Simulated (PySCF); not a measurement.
Mayer bond orders and bond lengths

C4H5OP2 (charge -1).
Atom-mapped SMILES: `[CH3:1][O:2][c:3]1[p:4][cH:5][cH:6][p-:7]1` (hydrogens: H8, H9, H10 on C1; H11 on C5; H12 on C6)

Geometry (GFN2-xTB, Å), atoms numbered from 1 in this order:
```xyz
12
C4H5OP2 angstrom
C     -2.3893   -0.0764   -0.2330
O     -1.4972    0.8261    0.3360
C     -0.1717    0.4499    0.2434
P      1.0054    1.5299    0.9363
C      2.3384    0.4915    0.4815
C      2.0534   -0.6674   -0.1778
P      0.3754   -1.0207   -0.5151
H     -2.1825   -0.2130   -1.3047
H     -2.3099   -1.0638    0.2452
H     -3.3944    0.3286   -0.0933
H      3.3540    0.7809    0.7269
H      2.8195   -1.3662   -0.4950
```

Bond orders from the PBE0/pcSseg-1 density (PySCF). Geometry: GFN2-xTB, one conformer, isolated ion. The pcSseg-1 basis has no diffuse functions, a weakness for an anion.

**Question.** Where do the orders between heavy atoms depart from those drawn in the SMILES?

**Answer.** The largest departure is 0.296, at C6–P7 (drawn aromatic, 1.204) and P4–C5 (drawn aromatic, 1.205), counting aromatic bonds as 1.5. The bonds drawn aromatic range from 1.20 to 1.57.

**Question.** Give the Mayer order of every bond between heavy atoms, beside its length.

**Answer.** 
```json
{"bond": "C1–O2", "drawn as": "single", "length (Å)": "1.391", "Mayer order": "0.956"}
{"bond": "O2–C3", "drawn as": "single", "length (Å)": "1.381", "Mayer order": "0.917"}
{"bond": "C3–P4", "drawn as": "aromatic", "length (Å)": "1.741", "Mayer order": "1.274"}
{"bond": "P4–C5", "drawn as": "aromatic", "length (Å)": "1.750", "Mayer order": "1.205"}
{"bond": "C5–C6", "drawn as": "aromatic", "length (Å)": "1.363", "Mayer order": "1.570"}
{"bond": "C6–P7", "drawn as": "aromatic", "length (Å)": "1.748", "Mayer order": "1.204"}
{"bond": "P7–C3", "drawn as": "aromatic", "length (Å)": "1.743", "Mayer order": "1.275"}
```

By pair of heavy elements: C–O: lowest O2–C3 (0.917, 1.381 Å), highest C1–O2 (0.956, 1.391 Å); in 1 of the 1 pairs the longer bond (by over 0.003 Å) has the higher order (by 0.02 or more). C–P: lowest C6–P7 and P4–C5 (1.204, 1.748 Å), highest P7–C3 and C3–P4 (1.275, 1.743 Å). Bonds named together lie within 0.004.

**Question.** And the bonds to hydrogen?

**Answer.** C–H: 0.95 to 0.97 (5 bonds).

**Question.** Sum the orders of all bonds at each heavy atom with more than one neighbour and set the sums beside the valence in the SMILES.

**Answer.** C1 3.821 (drawn 4), O2 1.873 (drawn 2), C3 3.466 (drawn 4), P4 2.479 (drawn 3), C5 3.733 (drawn 4), C6 3.731 (drawn 4), P7 2.479 (drawn 2). Orders between atoms that aren't bonded are not in these sums.

For a closed shell the Mayer order of atoms A and B is Σ (PS)μν (PS)νμ over the basis functions μ on A and ν on B, with P the density and S the overlap matrix.
